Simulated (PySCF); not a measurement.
Spin–orbit doublets of 2p levels

Compound: C₂H₁₁NSi₂.
Geometry (PBE0-D3(BJ)/def2-SVP, Å), atoms numbered from 1 in this order:
```
atom  x, y, z in Å
C1    -2.1992    0.9896   -0.1915
Si2   -0.6504    0.1477    0.4435
N3    -0.9169   -1.5703    0.3961
C4     0.8397    0.5183   -0.6420
Si5    2.4433   -0.3038   -0.1188
H6    -2.0769    2.0840   -0.1911
H7    -3.0705    0.7540    0.4407
H8    -2.4252    0.6633   -1.2184
H9    -0.3481    0.7011    1.8115
H10   -1.7612   -1.9356    0.8250
H11   -0.1379   -2.1881    0.6018
H12    1.0021    1.6105   -0.6510
H13    0.6024    0.2126   -1.6757
H14    3.5727    0.0345   -1.0402
H15    2.2926   -1.7948   -0.1123
H16    2.8248    0.1212    1.2642
```

Computed, not measured: delta-SCF UKS SCAN, pcX-2 on the ionised atom, pcseg-1 elsewhere, spin-free X2C (PySCF). Binding energies are ΔSCF values: E(core-ionised, relaxed orbitals) − E(ground state) at a fixed geometry, referred to the vacuum level. Spin–orbit coupling isn't in the SCF: each 2p doublet comes from a relaxed spin-free hole plus a matrix of the shell (mean-field spin–orbit coupling and the ground-state 2p splitting), with 2p3/2 averaged over its two sublevels. The splitting includes the ligand field, and 2p3/2 is the mean of two sublevels.

```json
{"atom": "Si2", "mean of the 2p shell (eV)": "106.604", "splitting (eV)": "0.624"}
{"atom": "Si5", "mean of the 2p shell (eV)": "106.737", "splitting (eV)": "0.623"}
```

Question: Where do the two lines of each doublet lie?

Answer: 2p3/2 = mean − splitting/3 and 2p1/2 = mean + 2 × splitting/3:

```csv
atom,environment,2p3/2 (eV),2p1/2 (eV)
Si2,SiH silicon,106.40,107.02
Si5,SiH3 silicon,106.53,107.15
```

Question: What are the 1s binding energies of the same atoms?

Answer: Si2 1846.28 eV; Si5 1846.31 eV.

Question: Which Kα1 and Kα2 emission energies and wavelengths follow?

Answer: The photon carries the difference of the 1s-hole and 2p-hole states, both at the ground state's geometry; λ = 12398.42 eV Å/E.

```json
{"atom": "Si2", "Kα1 (eV)": "1739.88", "Kα2 (eV)": "1739.26", "λ(Kα1) (Å)": "7.1260", "λ(Kα2) (Å)": "7.1286"}
{"atom": "Si5", "Kα1 (eV)": "1739.78", "Kα2 (eV)": "1739.16", "λ(Kα1) (Å)": "7.1264", "λ(Kα2) (Å)": "7.1290"}
```

Over the 2 silicon sites the 1s value ranges over 0.03 eV, 2p3/2 over 0.13 eV and Kα1, their difference, over 0.10 eV.

Question: And the 1s levels of the other atoms?

Answer: C4 (sp3 carbon bound to silicon) 289.67 eV; C1 (Si-methyl carbon) 290.01 eV; N3 (silicon-bound nitrogen) 404.42 eV.

One conformer (not necessarily the lowest) at the PBE0-D3(BJ)/def2-SVP geometry, without solvent, vibrations or thermal averaging.
